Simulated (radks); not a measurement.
The numbers below are computed, except where a source is named.
All-electron atom: N2+ in [He] 2s2 2p1 (the NIST ground configuration).

Level of theory: Dirac Kohn-Sham, LDA (Slater exchange, Perdew-Wang correlation), spin-unpolarised, spherical densities, finite nucleus; open shells are shared between the two j in proportion to 2j + 1; Fermi nuclear charge, rms radius 2.5582 fm (a radial shooting solver on a logarithmic mesh with Libxc functionals).

Energy parts (Ry):
total: -104.97050
kinetic: 104.63688
electron-nucleus: -235.60127
Hartree: 36.55471
exchange-correlation: -10.56081

Orbitals (lengths in bohr, moments of r in powers of bohr; <r^-3> diverges for s and p1/2):
orbital,occ.,eigenvalue (Ry),<r^4>,<r^-3>,<1/r>,<r^2>,small-component weight
1s1/2,2,-30.91502,0.01362,-,6.606,0.07206,5.80e-04
2s1/2,2,-3.59373,4.788,-,1.236,1.639,8.01e-05
2p1/2,0.333333,-2.76638,5.277,-,1.147,1.595,7.06e-05
2p3/2,0.666667,-2.76418,5.290,4.757,1.146,1.598,7.05e-05

The highest occupied level is 2p3/2 at -37.609 eV. The electron density at the nucleus is 211.3 e/bohr^3.
